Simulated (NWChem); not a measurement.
System: C₄H₇N; SMILES CCCC#N

NWChem input:

```
start job
memory heap 200 mb stack 900 mb global 1100 mb
geometry units angstroms
  C     -0.000597     2.291040     0.000000
  C     -0.525171     0.865087     0.000000
  C      0.607032    -0.166498     0.000000
  C      0.133116    -1.545606     0.000000
  N     -0.260937    -2.633868     0.000000
  H     -0.827536     3.016139     0.000000
  H      0.618460     2.492963     0.888638
  H      0.618460     2.492963    -0.888638
  H     -1.165006     0.693602    -0.880740
  H     -1.165006     0.693602     0.880740
  H      1.254215    -0.027447     0.882620
  H      1.254215    -0.027447    -0.882620
end
basis spherical
  * library 6-31g*
end
dft
  xc hfexch
  iterations 150
end
driver
  maxiter 120
end
task dft optimize
task dft freq
```

Output (shortened):

```
             Northwest Computational Chemistry Package (NWChem) 7.3.0
             --------------------------------------------------------

 CS  symmetry detected

                             Geometry "geometry" -> ""
                             -------------------------

 Output coordinates in angstroms (scale by  1.889725989 to convert to a.u.)

  No.       Tag          Charge          X              Y              Z
 ---- ---------------- ---------- -------------- -------------- --------------
    1 C                    6.0000     0.00613456     2.30257370     0.00000000
    2 C                    6.0000    -0.52337951     0.87844776     0.00000000
    3 C                    6.0000     0.60524058    -0.15705595     0.00000000
    4 C                    6.0000     0.12654659    -1.53451278     0.00000000
    5 N                    7.0000    -0.27127662    -2.62140221     0.00000000
    6 H                    1.0000    -0.81828583     3.03053502     0.00000000
    7 H                    1.0000     0.62588783     2.50234946     0.88863800
    8 H                    1.0000     0.62588783     2.50234946    -0.88863800
    9 H                    1.0000    -1.16380514     0.70918186    -0.88074000
   10 H                    1.0000    -1.16380514     0.70918186     0.88074000
   11 H                    1.0000     1.25290173    -0.02024932     0.88262000
   12 H                    1.0000     1.25290173    -0.02024932    -0.88262000

 Effective nuclear repulsion energy (a.u.)     154.0229322455

      Symmetry information
      --------------------

 Group name             Cs
 Group number              2
 Group order               2
 No. of unique centers     9

                                Z-matrix (autoz)
                                --------

 Units are Angstrom for bonds and degrees for angles

[...]

      ----------------------
      Optimization converged
      ----------------------

  Step       Energy      Delta E   Gmax     Grms     Xrms     Xmax
  ---- ---------------- -------- -------- -------- -------- --------
@    5    -209.99681192 -6.9D-07  0.00003  0.00001  0.00070  0.00162
                                     ok       ok       ok       ok

                                Z-matrix (autoz)
                                --------

 Units are Angstrom for bonds and degrees for angles

[...]

 Rotational Constants
 --------------------
 A=   0.806088 cm-1  (  1.159754 K)
 B=   0.075636 cm-1  (  0.108820 K)
 C=   0.071871 cm-1  (  0.103405 K)

 Temperature                      =   298.15K
 frequency scaling parameter      =   1.0000

 Zero-Point correction to Energy  =   69.294 kcal/mol  (  0.110427 au)
 Thermal correction to Energy     =   72.868 kcal/mol  (  0.116123 au)
 Thermal correction to Enthalpy   =   73.460 kcal/mol  (  0.117067 au)

 Total Entropy                    =   74.445 cal/mol-K
   - Translational                =   38.597 cal/mol-K (mol. weight =  69.0578)
   - Rotational                   =   25.401 cal/mol-K (symmetry #  =        1)
   - Vibrational                  =   10.446 cal/mol-K

 Cv (constant volume heat capacity) =   18.632 cal/mol-K
   - Translational                  =    2.979 cal/mol-K
   - Rotational                     =    2.979 cal/mol-K
   - Vibrational                    =   12.673 cal/mol-K

[normal modes left out]

 ----------------------------------------------------------------------------
 Normal Eigenvalue ||           Projected Infra Red Intensities
  Mode   [cm**-1]  || [atomic units] [(debye/angs)**2] [(KM/mol)] [arbitrary]
 ------ ---------- || -------------- ----------------- ---------- -----------
    1       -0.000 ||    0.000000           0.000         0.000       0.000
    2       -0.000 ||    0.001478           0.034         1.440       2.013
    3       -0.000 ||    0.001020           0.024         0.995       1.390
    4        0.000 ||    0.001881           0.043         1.833       2.562
    5        0.000 ||    0.003835           0.088         3.739       5.225
    6        0.000 ||    0.001107           0.026         1.079       1.508
    7      106.674 ||    0.005127           0.118         4.998       6.985
    8      182.781 ||    0.008303           0.192         8.094      11.313
    9      258.321 ||    0.000007           0.000         0.007       0.009
   10      374.048 ||    0.000400           0.009         0.390       0.545
   11      432.056 ||    0.001557           0.036         1.518       2.122
   12      579.903 ||    0.001409           0.033         1.373       1.919
   13      802.347 ||    0.002570           0.059         2.505       3.501
   14      947.327 ||    0.002851           0.066         2.779       3.884
   15      952.718 ||    0.000033           0.001         0.033       0.046
   16     1011.949 ||    0.005318           0.123         5.184       7.245
   17     1117.467 ||    0.000077           0.002         0.075       0.105
   18     1215.755 ||    0.002754           0.064         2.685       3.752
   19     1244.259 ||    0.000051           0.001         0.049       0.069
   20     1381.436 ||    0.000081           0.002         0.079       0.110
   21     1438.172 ||    0.003626           0.084         3.534       4.940
   22     1451.243 ||    0.000066           0.002         0.065       0.091
   23     1538.827 ||    0.002534           0.058         2.470       3.452
   24     1570.620 ||    0.001137           0.026         1.108       1.549
   25     1622.150 ||    0.002726           0.063         2.657       3.714
   26     1638.020 ||    0.000996           0.023         0.971       1.357
   27     1643.810 ||    0.006956           0.160         6.781       9.477
   28     1653.183 ||    0.003979           0.092         3.879       5.422
   29     2613.607 ||    0.016021           0.370        15.618      21.829
   30     3200.117 ||    0.030746           0.709        29.972      41.890
   31     3221.534 ||    0.008870           0.205         8.647      12.086
   32     3231.236 ||    0.022033           0.508        21.478      30.019
   33     3245.261 ||    0.001450           0.033         1.414       1.976
   34     3263.048 ||    0.017997           0.415        17.544      24.520
   35     3274.321 ||    0.045046           1.039        43.913      61.374
   36     3282.776 ||    0.060185           1.389        58.671      82.000
 ----------------------------------------------------------------------------
```

Level: Hartree-Fock/6-31G* (spherical d).
